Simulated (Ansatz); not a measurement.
Reaction (hydrogenolysis of the Si–Cl bond): `N[Si](F)(Cl)Cl` + H₂ → `N[SiH](F)Cl` + HCl

Isolated molecules relaxed with PBE0-D4/def2-TZVP in Ansatz; ΔE leaves out vibrations. CCSD(T)/CBS adds triple-zeta CCSD(T) − MP2 to the extrapolated MP2 energy (def2 sets, frozen cores). This one scheme is used for every species. DFT in def2-TZVPP. B3LYP here is the variant with VWN-RPA as its local correlation; programs differ in this. One conformer a species, not always the lowest.

```csv
level,ΔE (kJ/mol),difference from CCSD(T)/CBS
r2SCAN-D4,86.0,7.2
B3LYP-D4,79.0,0.2
BHLYP-D4,78.4,-0.4
ωB97X-V,78.1,-0.7
ωB97M-V,81.2,2.4
r2SCAN,84.5,5.7
CAM-B3LYP,69.3,-9.5
RPA@PBE/def2-TZVPP,68.1,-10.7
CCSD/def2-SVP,62.1,-16.7
MP2/CBS(def2),88.4,9.6
CCSD(T)/CBS,78.8,0
```

(1) What do rigid-rotor, harmonic-oscillator terms from PBE0-D4/def2-TZVP frequencies (298.15 K, 1 bar) make of the CCSD(T)/CBS value? (An estimate is asked.)

Largest T1 diagnostic among the species: 0.010.

## Answers

(1) Ansatz gave: ΔZPE = +9.5 kJ/mol, ΔH = +84.9 kJ/mol, ΔS = 24 J/(mol·K), ΔG = +77.8 kJ/mol.

The D4 term adds +10.8 kJ/mol with B3LYP and +5.7 kJ/mol with PBE0; it sums over pairs of atoms, weighted by their polarisabilities, and B3LYP, whose exchange is more repulsive, gets the larger term. Leaving LDA and LC-ωPBE aside and taking each functional with its dispersion term where it has one, the values, not all of them listed here, spread over 11.9 kJ/mol, from B2PLYP to r2SCAN-D4. LDA lies +4.3 kJ/mol from PBE without D4. In def2-TZVPP, CCSD(T) changes the Hartree–Fock value by +11.1 kJ/mol (the triples alone add +3.9 kJ/mol) and MP2 by +20.7 kJ/mol.
